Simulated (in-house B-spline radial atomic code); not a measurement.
The argon ion Ar⁴⁺: [Ne] 3s2 3p2

Level of theory: non-relativistic Hartree-Fock, spin-polarised, averaged over the determinants with the given up and down occupations, point nucleus; calculated with a radial B-spline atomic code at the basis-set limit.

Effective charges: Z_r = [3n² - l(l+1)]/(2<r>) from the radius, Z_e = n√(-2ε) from the energy, and Slater's rules. Values are occupation-weighted means over spin.

```csv
shell,electrons,ε (eV),<r> (bohr),Z_r,Z_e,Slater
1s,2,-3298.1,0.08608,17.42,15.57,17.70
2s,2,-403.16,0.4107,14.61,10.89,13.85
2p,6,-328.17,0.3745,13.35,9.82,13.85
3s,2,-88.902,1.268,10.65,7.67,8.15
3p,2,-74.347,1.34,9.33,7.01,8.15
```

The least bound orbital is 3p up at -74.35 eV, and it is also the most diffuse (<r> = 1.34 bohr).
